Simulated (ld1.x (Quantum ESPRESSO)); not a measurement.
# Debugging a pseudopotential input (Si (Z = 14), ld1.x (Quantum ESPRESSO) 7.5)

Command:

```bash
ld1.x < Si.in > Si.out
```

Input:

```
&input
   title='Si', zed=14., rel=1, dft='PBE', iswitch=3, latt=1,
   config='[Ne] 3s1.75 3p2.25',
   nld=2, rlderiv=1.65, eminld=-3.0, emaxld=5.0, deld=0.02
 /
 &inputp
   pseudotype=3, lpaw=.true., tm=.true., lloc=-1, rcloc=1.05,
   nlcc=.true., new_core_ps=.true.,
   which_augfun='BESSEL', rmatch_augfun=0.85,
   file_pseudopw='Si.UPF', file_wfcaegen='ae.wfc', file_wfcncgen='nc.wfc', file_beta='beta', file_chi='chi', file_wfcusgen='us.wfc'
 /
4
3S  1  0   1.75   0.00  1.25  1.50  0.0
3S  1  0   0.00   2.70  1.25  1.50  0.0
3P  2  1   2.25   0.00  1.10  1.40  0.0
3P  2  1   0.00   0.25  1.10  1.40  0.0
 &test
   configts(1)='3s1.75 3p2.25'
 /
```

This is an input that runs to its end, with one change: Latter correction switched on. The unchanged file is no sound one. Note: ghost state, extra bound levels that the all-electron valence spectrum of the same l lacks: p at -61.5 eV. A true bound ghost makes a file unfit for plane-wave use.

Task: How does the run end?

Result: The program refuses the input: "ld1_readin: Latter correction not implemented in PAW".

```
Program LD1 v.7.5

 %%%%%%%%%%%%%%%%%%%%%%%%%%%%%%%%%%%%%%%%%%%%%%%%%%%%%%%%%%%%%%%%%%%%%%%%%%%%%%
     Error in routine ld1_readin (1):
     Latter correction not implemented in PAW
 %%%%%%%%%%%%%%%%%%%%%%%%%%%%%%%%%%%%%%%%%%%%%%%%%%%%%%%%%%%%%%%%%%%%%%%%%%%%%%

     stopping ...
```
